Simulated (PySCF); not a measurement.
Species: C3H12OSi4.
Bonds: Si1–O2, O2–C3, C3–C4 (double), C4–Si5, Si5–C6, C6–Si7, C6–Si8, C3–C6. Hydrogens: H9, H10, H11 on Si1; H12 on C4; H13, H14 on Si5; H15, H16, H17 on Si7; H18, H19, H20 on Si8.

Probes without a nucleus sit at each ring's centroid and 1 Å off its mean plane on both sides; NICS is minus the shielding there, NICSzz its component along the normal. Level: GIAO PBE0/pcSseg-1 (PySCF, non-relativistic, gas phase) on the GFN2-xTB geometry, one conformer.

Ring bond lengths (Å), with Mayer bond orders in brackets: C3–C4 1.344 (1.74), C4–Si5 1.866 (0.96), Si5–C6 1.948 (0.82), C6–C3 1.495 (0.95).

Q: Give the NICS values of each ring in ppm.

A: 
```json
{"ring": "C3–C4–Si5–C6", "type": "4-membered ring with Si; formal bonds 1 double, 3 single", "NICS(0)": "-4.8", "NICS(1), two faces": "-2.6 / -2.6", "NICS(1)zz, two faces": "1.8 / 1.8", "rms pucker (Å)": "0.00", "centre to ring atoms, mean (Å)": "1.17"}
```

Q: What do they say, and how far can they be read as aromaticity?

A: 
- C3–C4–Si5–C6: mean NICS(1)zz 1.8 ppm, near zero. Si5, C6 have four or more neighbours, and the NICS criterion for π rings isn't applied.

Q: How shielded are the nuclei of the rings and their hydrogens (means over atoms taken as equivalent)?

A: 
| atoms | environment | σ isotropic (ppm) | principal values of the symmetric part, first atom (ppm) |
| --- | --- | --- | --- |
| C3 | vinylic carbon bearing oxygen | 10.2 | -102.3, 37.5, 95.5 |
| C4 | alkene CH carbon | 95.4 | 16.3, 120.7, 149.3 |
| Si5 | SiH2 silicon | 409.9 | 352.9, 413.6, 463.1 |
| C6 | sp3 carbon bound to silicon | 171.4 | 150.2, 158.5, 205.5 |
| H12 | vinylic hydrogen | 27.54 | 24.3, 25.4, 32.9 |
| H13 (×2) | Si–H hydrogen | 27.19 | 23.5, 25.6, 32.4 |

Shape of the structure used: `[SiH3:1][O:2][C:3]1=[CH:4][SiH2:5][C:6]1([SiH3:7])[SiH3:8]`: Si1–O2–C3–C4 0°.
